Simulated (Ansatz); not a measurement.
`ClC(Cl)Br` + H₂O → `OC(Cl)Br` + HCl at 700 K and 1 bar (formal hydrolysis of a C–Cl bond).

Program: Ansatz. Geometries: PBE0-D4/def2-TZVP. ΔE: electronic, gas phase. CCSD(T)/CBS adds triple-zeta CCSD(T) − MP2 to the extrapolated MP2 energy (def2 sets, frozen cores). This one scheme is used for every species. For Br outer-core shells are correlated without core-valence functions, which leaves a few kJ/mol of doubt a bond. Scalar relativity is left out up to krypton. Each species was taken in one conformer, which may not be the lowest.

| species | CCSD(T)/CBS energy (Eh) | H − E (kJ/mol) | S (J/(mol·K)) |
| --- | --- | --- | --- |
| `ClC(Cl)Br` | -3531.51017 | 97.9 | 383.5 |
| H₂O | -76.37941 | 80.5 | 218.4 |
| `OC(Cl)Br` | -3147.51471 | 138.0 | 382.5 |
| HCl | -460.38127 | 38.4 | 211.8 |

H − E and S are ideal-gas, rigid-rotor, harmonic terms from PBE0-D4/def2-TZVP, for one conformer and one mirror image of each species. 1 Eh = 2625.50 kJ/mol, R = 8.31446 J/(mol·K).

Task: By hand: ΔE, ΔH, ΔS and ΔG.

Result: ΔE = (-3147.51471) + (-460.38127) − (-3531.51017) − (-76.37941) = -0.00640 Eh = -16.8 kJ/mol. Δ(H − E) = 138.0 + 38.4 − 97.9 − 80.5 = -2.0, so ΔH = -18.8 kJ/mol. ΔS = 382.5 + 211.8 − 383.5 − 218.4 = -7.6 J/(mol·K). ΔG = -18.8 − 700 × (-7.6)/1000 = -13.5 kJ/mol.

Task: By hand: the equilibrium constant, and the temperature at which ΔG would vanish if ΔH and ΔS stayed fixed.

Result: log₁₀ K = −ΔG/(RT ln 10) = 1.0. ΔG = 0 at ΔH/ΔS = 2474 K, though so small a ΔS makes that figure unsure.

The number of gas molecules stays the same, so ΔS is small and ΔH decides. A doubt of 5 kJ/mol in ΔE shifts log₁₀ K by 0.4 here. Other conformers and mirror images would add mixing entropy, several J/(mol·K) or more a flexible species. These are equilibria of isolated gas molecules and say nothing of rates. Largest T1 diagnostic: 0.009 (customary marks: 0.02 for closed shells, 0.045 for open ones).
